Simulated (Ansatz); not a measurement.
The first iterations of a band of CH₆FPSi (10 atoms, charge 0, multiplicity 1).

Theory: UKS B3LYP-D4/def2-SVP in Ansatz.

| Property | Result |
| --- | --- |
| movable images | 7 |
| climbing image | yes |
| spring | 5.0 eV/Å² |
| optimiser | quadratic models (default) |
| start path | through a guess of the saddle point |
| force threshold | 0.5 eV/Å |
| iteration limit | 59 |
| end points | relaxed |

Image 0:

```xyz
10
Properties=species:S:1:pos:R:3
C 0.041 1.342 0.089
Si -0.327 -0.394 0.679
F 0.484 -0.630 2.080
P 0.313 -2.047 -0.742
H -0.509 1.559 -0.841
H -0.261 2.082 0.849
H 1.117 1.471 -0.110
H -1.781 -0.569 0.963
H -0.488 -1.507 -1.799
H 1.493 -1.357 -1.166
```

Image 8:

```xyz
10
Properties=species:S:1:pos:R:3
C 0.153 1.680 0.176
Si -0.853 0.302 1.073
F 0.225 -0.083 2.278
P -0.093 -1.563 -0.569
H -0.199 1.844 -0.858
H -0.027 2.623 0.725
H 1.241 1.508 0.166
H -0.470 -2.826 -0.044
H -0.977 -1.546 -1.680
H 1.084 -1.991 -1.264
```

| iteration | highest image above the first end (eV) | largest band force component (eV/Å) |
| --- | --- | --- |
| 1 | 4.368 | 4.942 |
| 2 | 3.778 | 2.364 |

Question: Does the band converge within its limit, and where does its top end?

Answer: It converged. It ended after 7 iterations with the highest image 3.185 eV above the first end. The threshold of 0.5 eV/Å is loose, so the images may lie well off the minimum-energy path. Neighbouring images differ by up to 1.4 eV, so the band resolves the path poorly. The order of the stationary point at the top wasn't checked. The orbitals were unrestricted but ended closed-shell.

The run took 3 min on 2 threads of Intel(R) Xeon(R) Platinum 8259CL CPU @ 2.50GHz (Skylake/Cascade Lake), with other jobs on the host, peak memory 0.31 GiB.
